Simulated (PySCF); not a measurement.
Tb⁺: excitation energy

Tb⁺ [Xe] 4f9 6s1 (high-spin determinant) → Tb⁺ [Xe] 4f9 6p1 (high-spin determinant), as a difference of total energies. Computed with PySCF 2.14 in cc-pVDZ-X2C, with scalar relativity by spin-free X2C-1e. Correlated levels: valence: [Kr] 4d10 frozen; valence and next inner shell: [Ar] 3d10 frozen. The calculations carry no spin-orbit coupling.

```csv
method,excitation energy (eV)
UHF,2.967
LDA,3.319
PBE,3.130
PBE0,3.094
r2SCAN,3.058
BP86,3.161
B2PLYP,3.252
r2SCAN0,3.091
MP2 (valence),3.314
SCS-MP2 (valence),3.230
MP2 (valence and next inner shell),3.339
SCS-MP2 (valence and next inner shell),3.255
```

Task: How much does correlation contribute at MP2 (valence and next inner shell)?

Result: 3.339 − (2.967) = 0.372 eV, measured against UHF.

A first-order spin-orbit estimate (lowest level to lowest level, LS coupling) adds 0.072 eV.

The basis was made for the ground configuration and has no added diffuse functions, so the excitation energy can come out too high.

The determinant of the upper state and of the lower state mixes LS terms, which raises its energy above the lowest term, most at the Hartree-Fock and MP2 levels.
